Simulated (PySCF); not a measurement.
Species: C5H6F3OP.
SMILES: `O=[P@H]1C=C(C(F)(F)F)CC1`

The closed-shell ground state was solved at several levels (PySCF, density fitting, gas phase, non-relativistic). One conformer (not necessarily the lowest) at the PBE0-D3(BJ)/def2-SVP geometry, without solvent, vibrations or thermal averaging.

```json
{"level": "CAM-B3LYP/pcSseg-1", "basis functions": "207", "HOMO (eV)": "-9.38", "LUMO (eV)": "-0.35", "gap (eV)": "9.03", "dipole (D)": "3.41"}
{"level": "PBE0/pcSseg-1", "basis functions": "207", "HOMO (eV)": "-8.02", "LUMO (eV)": "-1.54", "gap (eV)": "6.48", "dipole (D)": "3.38"}
```

Q: What might wB97X-D/def2-SVPD (264 basis functions) give for the same quantities?

A: HOMO -10.00 eV, LUMO 0.18 eV, gap 10.18 eV, dipole 3.62 D.

Q: Over all these levels, which gives the widest orbital gap and which the narrowest?

A: wB97X-D/def2-SVPD (range-separated hybrid) has the widest, 10.18 eV, and PBE0/pcSseg-1 (global hybrid, 25 % exact exchange) the narrowest, 6.48 eV. Functional and basis both differ between the two, so the spread mixes both effects.

Q: How far do the dipole and the HOMO energy spread over the levels?

A: The dipole runs from 3.38 to 3.62 D (mean 3.47 D) and the HOMO from -10.00 to -8.02 eV.
